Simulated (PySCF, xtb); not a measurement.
2-chloropent-1-en-4-yne (C₅H₅Cl), SMILES C#CCC(=C)Cl. Other conformers were not sampled.

Harmonic wavenumbers (cm⁻¹) from GFN2-xTB run with xtb at its own minimum, in rising order: 41, 118, 281, 302, 357, 379, 553, 621, 644, 672, 696, 875, 914, 939, 1009, 1107, 1170, 1268, 1385, 1421, 1697, 2297, 2949, 2969, 3115, 3149, 3400.

Problem. What does B3LYP-D3(BJ)/def2-SVP run with PySCF give at its own minimum? (An estimate is asked for; the answer gives what the named calculation found.)

Solution. 66, 132, 316, 344, 386, 420, 591, 660, 693, 711, 713, 905, 910, 933, 992, 1154, 1232, 1319, 1404, 1425, 1713, 2237, 3025, 3080, 3156, 3260, 3472. Paired by order, the mean absolute difference is 41 cm⁻¹ and the zero-point energies are 49.1 and 50.4 kcal/mol.
